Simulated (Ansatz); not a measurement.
Coupled-cluster run, CH6InNS (`[CH3][In]([NH2])[SH]`).

```yaml
crystal:
  periodic: [false, false, false]
  atoms:
    - {symbol: C, position_ang: [-0.276055, 1.907231, 0.361517]}
    - {symbol: In, position_ang: [-0.065731, -0.213203, 0.204728]}
    - {symbol: N, position_ang: [0.767592, -1.173497, -1.362203]}
    - {symbol: S, position_ang: [-0.652390, -1.673642, 2.012511]}
    - {symbol: H, position_ang: [0.705931, 2.376638, 0.290039]}
    - {symbol: H, position_ang: [-0.900596, 2.281989, -0.450010]}
    - {symbol: H, position_ang: [-0.730213, 2.170331, 1.315706]}
    - {symbol: H, position_ang: [0.616667, -2.164128, -1.474735]}
    - {symbol: H, position_ang: [0.790907, -0.727721, -2.266620]}
    - {symbol: H, position_ang: [-0.256101, -2.784006, 1.369066]}
basis:
  gaussian: {orbitals: def2-SVP}
correlation: {method: ccsd_t}
```

```sh
$ ansatz run in.yaml --threads 4 --pin off --events-out ev --progress --plain --max-ram 10444MiB
```

Log, shortened:

```
Functional definition: HF
1104 factors; integrals over basis functions are off by at most 1.2e-3 eV
mean field evaluation 1: about -18564.8170 eV, gradient 3.9e1 eV
mean field evaluation 2: about -18564.8342 eV, gradient 3.9e1 eV
mean field evaluation 4: about -18568.5287 eV, gradient 3.2e0 eV
mean field evaluation 8: about -18568.5719 eV, gradient 1.9e-4 eV
mean field -18568.57193188 eV, -682.3824322666 hartree, gradient 3.0e-6 eV, S^2 0.000000; 0 other end points of the search recorded, 0 dependent functions left out
11 core orbitals not correlated: weight in the atoms' cores, before any rotation towards them, 1.000 or more for the frozen orbitals, at most 0.000 for the correlated occupied ones
reference -18568.57193188 eV, -682.3824322666 hartree; 17, 17 occupied and 74, 74 virtual orbitals, 1104 factors
second order -14.75113701 eV of doubles, -0.00000000 eV of singles
cycle   1  -15.55134114 eV  change   -8.0e-1 eV  update   9.4e-2
cycle   2  -15.95989395 eV  change   -4.1e-1 eV  update   2.9e-2
cycle   3  -16.05863451 eV  change   -9.9e-2 eV  update   1.7e-2
cycle   4  -16.06012850 eV  change   -1.5e-3 eV  update   5.1e-3
cycle   5  -16.05764134 eV  change    2.5e-3 eV  update   2.5e-3
cycle   6  -16.05736679 eV  change    2.7e-4 eV  update   8.8e-4
cycle   7  -16.05720730 eV  change    1.6e-4 eV  update   3.0e-4
cycle   8  -16.05724831 eV  change   -4.1e-5 eV  update   9.9e-5
cycle   9  -16.05726120 eV  change   -1.3e-5 eV  update   3.5e-5
perturbative correction -0.47669863 eV, -0.0175183516 hartree
Total energy: -18585.10589172 eV, -682.9900440834 hartree
```

It took 2.6 s on 4 threads of an Intel Xeon 6975P-C on a shared host, with 0.49 GiB of host memory at the peak.

Correlation energy per correlated electron: -0.486 eV. T1 diagnostic: 0.0123.
